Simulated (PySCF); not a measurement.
# Structure elucidation problem

An unknown has the formula C6H10O2Si2. Its calculated NMR data are:

$^{1}$H NMR (600 MHz, computed): δ 7.57 (m, 2H), 7.11 (t, 1H), 6.98 (d, 2H), 4.63 (s, 2H), 4.60 (s, 3H).

$^{13}$C{$^{1}$H} NMR (computed): δ 162.5 (C), 139.8 (CH, 2C), 126.7 (CH), 122.6 (CH, 2C).

Single conformer, non-relativistic, gas phase, one averaged value for each set of equivalent atoms. PBE0-D3(BJ)/def2-SVP geometry; shielding tensors at HF/pcSseg-1 (GIAO); PySCF 2.14.0 with density-fitted response routines.

Chemical shifts δ = σref − σ; TMS for $^{1}$H (σ = 31.69 ppm), $^{13}$C (σ = 190.85 ppm), all at this level.

Q: Propose a structure and justify it.

A: 
The formula gives 4 degrees of unsaturation (1 ring in the answer). 4 carbon signals for 6 carbons: some carbons are equivalent by symmetry or fast rotation. Carbon types of the structure: 1 × C, 5 × CH, leaving 5 H on heteroatoms. δC 162.5: aromatic carbon bearing oxygen; the electronegative substituent deshields the carbon that carries it. δC 139.8, 126.7, 122.6: aromatic CH. δH 7.57, 7.11, 6.98: hydrogen on an aromatic CH. δH 4.63: hydrogen on a silicon bonded to 2 O. δH 4.60: hydrogen on a silicon bonded to O.

These data were computed for SMILES [SiH3]O[SiH2]Oc1ccccc1.

The data come from this structure; uniqueness wasn't tested.

Shifts are as computed. Against solution values, carbons near 30 ppm lie about -0 ppm off and those near 130 ppm about +7 ppm. Of 1313 compounds with measured shifts, 239 miss one by over three times the rms of a fit or turn the order of signals round; such compounds aren't used in these exercises. No couplings were computed; multiplicities are counted from neighbouring protons, with m where these are inequivalent, close in shift, in a saturated or five-membered ring or joined by F or P, and br s for small geminal =CH2 splittings.
